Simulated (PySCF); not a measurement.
Cl$_{2}$Sc (SMILES [Cl][Sc+][Cl]), charge +1, singlet, at a GFN2-xTB geometry (such geometries of metal compounds can be far from the true shape) (the multiplicity is a formal guess). Base run: PySCF with PBE/6-31G.

The PySCF input:
```python
from pyscf import gto, scf, dft

mol = gto.M(
    atom='''
Sc    0.40621830   -0.00029416    0.42871085
Cl    1.19503248    0.37581167   -1.63460469
Cl   -1.69683156   -0.37544829    1.10502071
''',
    basis='6-31g',
    charge=1,
    verbose=4,
)

mf = dft.RKS(mol)
mf.xc = 'pbe'
mf.kernel()
```

The base run was repeated with changes; each row names its change, and settings that it needs were set with it.

```csv
change,ΔE vs base (mEh),outcome
base,0.000,converged
auxbasis = even-tempered beta=2.0,-0.026,converged
auxbasis = cc-pvtz-ri,-,input refused
auxbasis = cc-pvdz-jkfit,-,input refused
auxbasis = def2-svp-ri,?,converged
auxbasis = even-tempered beta=3.0,-4.366,converged
auxbasis = cc-pvtz-jkfit,-,input refused
auxbasis = cc-pvqz-jkfit,-,input refused
auxbasis = even-tempered beta=1.6,-,not converged
auxbasis = default (with mf = mf.density_fit()),-0.013,converged
```

**Question.** What belongs in the gaps?

**Answer.** 
- auxbasis = def2-svp-ri, ΔE vs base (mEh): -11941.9

A fitting set is made for a task (jfit for Coulomb, jkfit for Coulomb and exchange, ri for correlation) and for a family of orbital bases.

- auxbasis = cc-pvtz-ri: ended with `pyscf.lib.exceptions.BasisNotFoundError: Basis set not found for Sc in cc-pvtz-ri`
- auxbasis = cc-pvdz-jkfit: ended with `pyscf.lib.exceptions.BasisNotFoundError: Basis set not found for Sc in cc-pvdz-jkfit`
- auxbasis = cc-pvtz-jkfit: ended with `pyscf.lib.exceptions.BasisNotFoundError: Basis set not found for Sc in cc-pvtz-jkfit`
